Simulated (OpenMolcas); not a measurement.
**A ladder of methods for GeH2Cl2 (dichlorogermane)**

GeH2Cl2 has 5 atoms, charge 0, and is taken as a singlet. As SMILES, `[Cl][GeH2][Cl]`. The shape is that of a PBE0-D4/def2-TZVP optimisation.

```xyz
5

Cl   -1.7715   -0.1577    0.9772
Ge    0.0274    0.0803   -0.1564
Cl    1.5794   -1.0302    0.8110
H    -0.1989   -0.5250   -1.5414
H     0.4136    1.5589   -0.1319
```

Quantity: the HOMO–LUMO gap, in eV. The values are calculated.

```json
{"level": "HF/def2-SVPD", "kind": "Hartree–Fock", "program": "OpenMolcas", "value (eV)": "14.17", "CPU time": "26 s"}
{"level": "SVWN5/def2-SVPD", "kind": "LDA", "program": "OpenMolcas", "value (eV)": "5.68", "CPU time": "39 s"}
{"level": "BLYP/def2-SVPD", "kind": "GGA", "program": "OpenMolcas", "value (eV)": "5.73", "CPU time": "47 s"}
{"level": "r2SCAN/def2-SVPD", "kind": "meta-GGA", "program": "OpenMolcas", "value (eV)": "6.53", "CPU time": "48 s"}
{"level": "B3LYP/def2-SVPD", "kind": "global hybrid", "program": "OpenMolcas", "value (eV)": "7.57", "CPU time": "40 s"}
{"level": "BHLYP/def2-SVPD", "kind": "global hybrid", "program": "OpenMolcas", "value (eV)": "10.24", "CPU time": "37 s"}
{"level": "M06-2X/def2-SVPD", "kind": "hybrid meta-GGA", "program": "OpenMolcas", "value (eV)": "10.43", "CPU time": "56 s"}
{"level": "B2PLYP/def2-SVPD", "kind": "double hybrid", "program": "OpenMolcas", "value (eV)": "10.48", "CPU time": "31 s"}
```

All-electron rows without a relativistic Hamiltonian named are non-relativistic. The values span 5.68 to 14.17 eV. Orbital gaps aren't excitation energies, and those of double hybrids come from the SCF part alone; they tend to grow with the share of exact exchange. Times are those of the runs behind each value, whatever else they computed, on shared processors of several kinds: orders of magnitude only.
